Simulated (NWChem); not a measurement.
Species: H2S2 cation, doublet; SMILES of the neutral closed-shell parent SS

```xyz
4

S      0.0478    -1.0029     0.0000
S     -0.0478     1.0029     0.0000
H     -1.3065    -1.1629     0.0000
H      1.3065     1.1629     0.0000
```
Atoms are numbered in this order, from 1.

In the optimisation the excess spin sits in bg (C2h, its own frame). Geometry: optimised at PBE0/def2-SVP, spin-unrestricted. This spin state was assumed; another may lie lower. No stability test was run on the SCF state.

Symmetry labels are those of C2h in the frame above (b1 and b2, or b-type labels, depend on it).

### Question
List the 4 lowest vertical excitations from PBE/def2-SVPD, spin-unrestricted, TDA (NWChem).

### Answer
```csv
state,energy (eV),oscillator strength,symmetry of the excitation,<S²>
state 1,3.54,0.000,ag,0.76
state 2,4.01,0.067,au,0.76
state 3,4.07,0.000,bu,0.75
state 4,5.51,0.000,ag,0.77
```
